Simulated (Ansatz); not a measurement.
`[CH3][GeH]([CH3])[PH2]` + PH₃ → `PP` + `[CH3][GeH2][CH3]` at 600 K and 1 bar (cleavage of the P–Ge bond).

Gas-phase electronic energies from Ansatz, PBE0-D4/def2-TZVP geometries. CBS: MP2 limit from def2 TZ/QZ plus the TZ coupled-cluster correction, frozen cores. This one scheme is used for every species. For Ge outer-core shells are correlated without core-valence functions, which leaves a few kJ/mol of doubt a bond. Scalar relativity is left out up to krypton. Each species was taken in one conformer, which may not be the lowest.

```csv
species,CCSD(T)/CBS energy (Eh),H − E (kJ/mol),S (J/(mol·K))
`[CH3][GeH]([CH3])[PH2]`,-2498.59076,332.1,481.5
PH₃,-342.72256,86.3,240.2
`PP`,-684.26248,128.7,326.0
`[CH3][GeH2][CH3]`,-2157.04003,288.7,397.8
```

H − E and S are ideal-gas, rigid-rotor, harmonic terms from PBE0-D4/def2-TZVP, for one conformer and one mirror image of each species. 1 Eh = 2625.50 kJ/mol, R = 8.31446 J/(mol·K).

**Question.** By hand: ΔE, ΔH, ΔS and ΔG.

**Answer.** ΔE = (-684.26248) + (-2157.04003) − (-2498.59076) − (-342.72256) = 0.01081 Eh = 28.4 kJ/mol. Δ(H − E) = 128.7 + 288.7 − 332.1 − 86.3 = -1.0, so ΔH = 27.4 kJ/mol. ΔS = 326.0 + 397.8 − 481.5 − 240.2 = 2.1 J/(mol·K). ΔG = 27.4 − 600 × (2.1)/1000 = 26.1 kJ/mol.

**Question.** By hand: the equilibrium constant, and the temperature at which ΔG would vanish if ΔH and ΔS stayed fixed.

**Answer.** log₁₀ K = −ΔG/(RT ln 10) = -2.3. ΔG = 0 at ΔH/ΔS = 13048 K, far beyond where these terms or the molecules hold.

The number of gas molecules stays the same, so ΔS is small and ΔH decides. A doubt of 5 kJ/mol in ΔE shifts log₁₀ K by 0.4 here. Other conformers and mirror images would add mixing entropy, several J/(mol·K) or more a flexible species. These are equilibria of isolated gas molecules and say nothing of rates. Largest T1 diagnostic: 0.014 (customary marks: 0.02 for closed shells, 0.045 for open ones).
